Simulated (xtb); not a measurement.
A run for xtb: GFN2-xTB on CH4Te (SMILES C[TeH]), a point of a bond scan (R = 3.327 Å).

```
$ xtb mol.xyz --gfn 2 --sp --chrg 0 --uhf 0
6

Te     0.01201175     0.23527703     0.23177528
H     -0.69801249     2.49432275    -2.10453732
C     -0.03051731    -1.41897587    -1.16612883
H      0.73152202    -1.27549848    -1.92532285
H     -1.01819392    -1.49803416    -1.60874601
H      0.18816506    -2.31181771    -0.58509181
```

It printed:

```
[...]
           -------------------------------------------------
          |                Calculation Setup                |
           -------------------------------------------------



molecular fragmentation (1/2 indicates fragments):
121111
# atoms in fragment 1/2:     5     1
 fragment masses (1/2) :      142.64        1.01
CMA distance (Bohr)    :   6.330
constraining FC (au)   :  0.0500

           -------------------------------------------------
          |                 G F N 2 - x T B                 |
           -------------------------------------------------

        Reference                      10.1021/acs.jctc.8b01176
      * Hamiltonian:
        H0-scaling (s, p, d)           1.850000    2.230000    2.230000
        zeta-weighting                 0.500000
      * Dispersion:
        s8                             2.700000
        a1                             0.520000
        a2                             5.000000
        s9                             5.000000
      * Repulsion:
        kExp                           1.500000    1.000000
        rExp                           1.000000
      * Coulomb:
        alpha                          2.000000
        third order                    shell-resolved
        anisotropic                    true
        a3                             3.000000
        a5                             4.000000
        cn-shift                       1.200000
        cn-exp                         4.000000
        max-rad                        5.000000


          ...................................................
          :                      SETUP                      :
          :.................................................:
          :  # basis functions                  18          :
          :  # atomic orbitals                  17          :
          :  # shells                            9          :
          :  # electrons                        14          :
          :  max. iterations                   250          :
          :  Hamiltonian                  GFN2-xTB          :
          :  restarted?                      false          :
          :  GBSA solvation                  false          :
          :  PC potential                    false          :
          :  electronic temp.          300.0000000     K    :
          :  accuracy                    1.0000000          :
          :  -> integral cutoff          0.2500000E+02      :
          :  -> integral neglect         0.1000000E-07      :
          :  -> SCF convergence          0.1000000E-05 Eh   :
          :  -> wf. convergence          0.1000000E-03 e    :
          :  Broyden damping             0.4000000          :
          :  net charge                          0          :
          :  unpaired electrons                  0          :
          ...................................................

 iter      E             dE          RMSdq      gap      omega  full diag
   1     -6.8379098 -0.683791E+01  0.119E+01    0.06       0.0  T
   2     -6.1888552  0.649055E+00  0.132E+01    4.36       1.0  T
   3     -6.8969802 -0.708125E+00  0.162E+01    0.21       1.0  T
   4     -7.0430856 -0.146105E+00  0.149E+01    0.25       1.0  T
   5     -6.9405364  0.102549E+00  0.167E+01    0.18       1.0  T
   6     -6.8746689  0.658674E-01  0.137E+01    0.90       1.0  T
   7     -6.8517672  0.229018E-01  0.143E+01    0.95       1.0  T
   8     -7.1003772 -0.248610E+00  0.465E+00    0.42       1.0  T
   9     -6.8704533  0.229924E+00  0.116E+01    0.92       1.0  T
  10     -7.0053145 -0.134861E+00  0.880E+00    0.69       1.0  T
  11     -7.0496387 -0.443242E-01  0.757E+00    0.65       1.0  T
  12     -7.1737679 -0.124129E+00  0.201E+00    0.53       1.0  T
  13     -7.1752348 -0.146686E-02  0.166E+00    0.52       1.0  T
  14     -7.1789504 -0.371565E-02  0.685E-01    0.46       1.0  T
  15     -7.1786903  0.260152E-03  0.742E-01    0.46       1.0  T
  16     -7.1797362 -0.104591E-02  0.139E-01    0.48       1.0  T
  17     -7.1797621 -0.259451E-04  0.753E-02    0.48       1.0  T
  18     -7.1797776 -0.154393E-04  0.224E-02    0.48       1.8  T
  19     -7.1797784 -0.807397E-06  0.398E-03    0.48      10.3  T
  20     -7.1797783  0.383302E-07  0.499E-03    0.48       8.2  T
  21     -7.1797784 -0.577349E-07  0.159E-03    0.48      25.7  T
  22     -7.1797784 -0.696816E-08  0.958E-05    0.48     426.0  T
  23     -7.1797784 -0.190603E-10  0.953E-05    0.48     428.5  T

   *** convergence criteria satisfied after 23 iterations ***

         #    Occupation            Energy/Eh            Energy/eV
      -------------------------------------------------------------
         1        2.0000           -0.8376280             -22.7930
         2        2.0000           -0.5986260             -16.2894
         3        2.0000           -0.4963966             -13.5076
         4        2.0000           -0.4959640             -13.4959
         5        2.0000           -0.4466325             -12.1535
         6        2.0000           -0.3772161             -10.2646
         7        1.9998           -0.3739613             -10.1760 (HOMO)
         8        0.0002           -0.3563121              -9.6957 (LUMO)
         9                         -0.1939216              -5.2769
        10                         -0.0179201              -0.4876
        11                          0.0023674               0.0644
        12                          0.0368479               1.0027
       ...                                ...                  ...
        17                          0.3528688               9.6020
      -------------------------------------------------------------
                  HL-Gap            0.0176493 Eh            0.4803 eV
             Fermi-level           -0.3651215 Eh           -9.9355 eV

 SCC (total)                   0 d,  0 h,  0 min,  0.003 sec
 SCC setup                      ...        0 min,  0.000 sec (  2.151%)
 Dispersion                     ...        0 min,  0.000 sec (  0.766%)
 classical contributions        ...        0 min,  0.000 sec (  0.390%)
 integral evaluation            ...        0 min,  0.000 sec ( 12.251%)
 iterations                     ...        0 min,  0.002 sec ( 66.114%)
 molecular gradient             ...        0 min,  0.001 sec ( 15.822%)
 printout                       ...        0 min,  0.000 sec (  2.289%)

         :::::::::::::::::::::::::::::::::::::::::::::::::::::
         ::                     SUMMARY                     ::
         :::::::::::::::::::::::::::::::::::::::::::::::::::::
         :: total energy              -7.122694464164 Eh    ::
         :: gradient norm              0.032131043581 Eh/a0 ::
         :: HOMO-LUMO gap              0.480260932333 eV    ::
         ::.................................................::
         :: SCC energy                -7.179777560535 Eh    ::
         :: -> isotropic ES            0.003111954854 Eh    ::
         :: -> anisotropic ES          0.001602614159 Eh    ::
         :: -> anisotropic XC          0.000828134987 Eh    ::
         :: -> dispersion             -0.002520608562 Eh    ::
         :: repulsion energy           0.057083096372 Eh    ::
         :: add. restraining           0.000000000000 Eh    ::
         :: total charge               0.000000000514 e     ::
         :::::::::::::::::::::::::::::::::::::::::::::::::::::

           -------------------------------------------------
          |                Property Printout                |
           -------------------------------------------------

    * Orbital Energies and Occupations

         #    Occupation            Energy/Eh            Energy/eV
      -------------------------------------------------------------
         1        2.0000           -0.8376280             -22.7930
Note: The following floating-point exceptions are signalling: IEEE_UNDERFLOW_FLAG IEEE_DENORMAL
normal termination of xtb
         2        2.0000           -0.5986260             -16.2894
         3        2.0000           -0.4963966             -13.5076
         4        2.0000           -0.4959640             -13.4959
         5        2.0000           -0.4466325             -12.1535
         6        2.0000           -0.3772161             -10.2646
         7        1.9998           -0.3739613             -10.1760 (HOMO)
         8        0.0002           -0.3563121              -9.6957 (LUMO)
         9                         -0.1939216              -5.2769
        10                         -0.0179201              -0.4876
        11                          0.0023674               0.0644
        12                          0.0368479               1.0027
        13                          0.0517254               1.4075
        14                          0.1507272               4.1015
        15                          0.2168449               5.9007
        16                          0.2228792               6.0649
        17                          0.3528688               9.6020
      -------------------------------------------------------------
                  HL-Gap            0.0176493 Eh            0.4803 eV
             Fermi-level           -0.3651215 Eh           -9.9355 eV

     #   Z          covCN         q      C6AA      α(0)
     1  52 Te       0.891     0.072   422.670    38.316
     2   1 H        0.000    -0.093    13.225     6.650
     3   6 C        3.665    -0.111    22.911     6.865
     4   1 H        0.925     0.045     2.383     2.414
     5   1 H        0.925     0.045     2.383     2.414
     6   1 H        0.926     0.041     2.434     2.440

 Mol. C6AA /au·bohr⁶  :       1121.549334
 Mol. C8AA /au·bohr⁸  :      68075.002971
 Mol. α(0) /au        :         59.098300


Wiberg/Mayer (AO) data.
largest (>0.10) Wiberg bond orders for each atom

 ---------------------------------------------------------------------------
     #   Z sym  total        # sym  WBO       # sym  WBO       # sym  WBO
 ---------------------------------------------------------------------------
     1  52 Te   1.961 --     3 C    1.002     2 H    0.964
     2   1 H    0.991 --     1 Te   0.964
     3   6 C    3.989 --     1 Te   1.002     4 H    0.997     5 H    0.997
                             6 H    0.986
     4   1 H    0.998 --     3 C    0.997
     5   1 H    0.998 --     3 C    0.997
     6   1 H    0.998 --     3 C    0.986
 ---------------------------------------------------------------------------

Topologies differ in total number of bonds
Writing topology from bond orders to xtbtopo.mol

molecular dipole:
                 x           y           z       tot (Debye)
 q only:        0.120      -0.522       0.298
   full:        0.174      -1.016       0.249       2.695
molecular quadrupole (traceless):
                xx          xy          yy          xz          yz          zz
 q only:        1.276       0.885      -1.018      -0.717       3.110      -0.258
  q+dip:        1.074       0.582      -1.306      -0.361       1.444       0.233
   full:       -1.260       0.290       0.086       0.114       2.540       1.174


           -------------------------------------------------
          | TOTAL ENERGY               -7.122694464164 Eh   |
          | GRADIENT NORM               0.032131043581 Eh/α |
          | HOMO-LUMO GAP               0.480260932333 eV   |
           -------------------------------------------------

------------------------------------------------------------------------
------------------------------------------------------------------------
 total:
 SCF:
```

The run finished.

Cost: very roughly 0.020 core-seconds.
